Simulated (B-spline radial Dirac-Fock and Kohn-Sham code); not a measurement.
# What relativity does to the binding energies of Ir⁷⁰⁺

System: Ir⁷⁰⁺, 1s2 2s2 2p3.

Both columns are ΔSCF binding energies of the configuration average from a radial atomic solver: non-relativistic Hartree-Fock with a point nucleus, and Dirac-Fock with a finite nucleus and the Coulomb interaction alone, averaged over the two j levels with weights 2j+1.

```
shell  Hartree-Fock (eV)  Dirac-Fock (eV)  shift (eV)  shift (%)
   1s            77121.1          84238.4    +7117.37      +9.23
   2s            18135.0          20247.8    +2112.79     +11.65
   2p            17889.5          18744.1     +854.57      +4.78
```

Relativity binds 1s, 2s, 2p more strongly, among those listed most of all 2s in relative terms.

Values without a named source are computed, but for edge energies of neutral atoms, which are taken from tables.
